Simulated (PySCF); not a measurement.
**Mn: excitation energy**

Mn [Ar] 3d5 4s2 (6S) → Mn [Ar] 3d7 (4F), as a difference of total energies. Calculation: PySCF 2.14, in dyall-av2z (16s12p7d2f, 101 functions); the non-relativistic Hamiltonian (point nucleus). Correlated levels: valence: [Ar] frozen; virtual orbitals above 40 to 60 times the deepest correlated orbital energy dropped. The calculations carry no spin-orbit coupling.

```json
{"method": "UHF", "excitation energy (cm⁻¹)": "70002"}
{"method": "MP2 (valence)", "excitation energy (cm⁻¹)": "47833"}
{"method": "SCS-MP2 (valence)", "excitation energy (cm⁻¹)": "46437"}
{"method": "CCSD (valence)", "excitation energy (cm⁻¹)": "51949"}
{"method": "CCSD(T) (valence)", "excitation energy (cm⁻¹)": "49808"}
```

A first-order spin-orbit estimate (lowest level to lowest level, LS coupling) adds -0.052 eV.

The coupled-cluster amplitudes are large for the upper state (T1 above 0.03 or a double amplitude above 0.15), so a single reference is strained.
